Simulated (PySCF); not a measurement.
Ga(Cl)2(SiH3) (Cl₂GaH₃Si), SMILES [SiH3][Ga]([Cl])[Cl].

Geometry: B3LYP-D3(BJ)/def2-SVP. The structure was generated by enumeration; whether it is a known compound was not checked.

All values below come from PySCF with PBE/def2-TZVP.

The molecule is in vacuum.

total energy: -3135.87964 hartree
highest occupied level: -7.27 eV
lowest empty level: -2.82 eV
orbital gap: 4.45 eV
dipole moment: 2.73 D
quadrupole, principal values (traceless, Buckingham form, about the centre of nuclear charge): -5.82, 1.07, 4.75 D·Å
mean static polarisability: 86.4 bohr³ (12.80 Å³)
polarisability, principal values: 61.3, 91.6, 106.2 bohr³
